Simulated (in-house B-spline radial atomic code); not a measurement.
The cobalt ion Co²⁺ is squeezed into an impenetrable sphere of radius R (the orbitals vanish at R). No spin polarisation. Computed with a radial B-spline atomic code at the basis-set limit: non-relativistic LDA VWN5, spherical fractional occupations, point nucleus.

Energies in eV above the free ion in [Ar] 3d7:

```csv
R (bohr),highest level (eV),[Ar] 3d7,[Ne] 3s2 3p5 3d8,-dE/dV in [Ar] 3d7 (GPa)
9.89,-27.6,0,56.58,3.7e-07
6.82,-27.6,0.0004089,56.58,0.00189
4.97,-27.5,0.0375,56.62,0.311
4.46,-27.4,0.1252,56.71,1.27
3.81,-26.8,0.5686,57.16,7.8
3.29,-25.7,1.898,58.55,35.2
2.46,-19.1,14.15,71.63,518
2.39,-17.9,16.97,74.64,670
1.95,-4.86,57.89,117.6,3910
1.35,59.6,417.6,483.1,71500
```

(1) Does [Ne] 3s2 3p5 3d8 fall below [Ar] 3d7 under compression?

The highest level is first positive in the row R = 1.35 bohr, pushed up by confinement above the zero of the free ion's potential. Each configuration is held fixed and needn't be the lowest in the sphere.

Answers

(1) No, it stays above over the whole range.
